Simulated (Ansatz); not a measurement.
A calculation with Ansatz (development build ahead of 0.2.0).

```yaml
crystal:
  periodic: [false, false, false]
  atoms:
    - { symbol: Eu, position_ang: [0.0, 0.0, 0.0] }
basis:
  gaussian: { orbitals: def2-SVP }
total_charge: 2
magnetization:
  spin_polarized: true
  initial_magnetization: 7
hamiltonian:
  xc: pbe0
scf:
  omitted_lower_state_checks: [starts, atomic_configurations, cluster_reference, orbital_swaps, given_window_search, neighbouring_geometries, increment]
output:
  forces: true
```

The input is written out in the form of the current development build from the run's settings. The basis set brings a core potential for Eu, so the total leaves out those core electrons.

Results

```json
{"Converged": "yes", "Total energy": "-709.71306 hartree", "Spin squared of the determinant": "15.756", "Stability test": "minimum"}
```

Forces (eV/Å):
| atom | Fx | Fy | Fz |
| --- | --- | --- | --- |
| Eu1 | 0.000 | 0.000 | 0.000 |
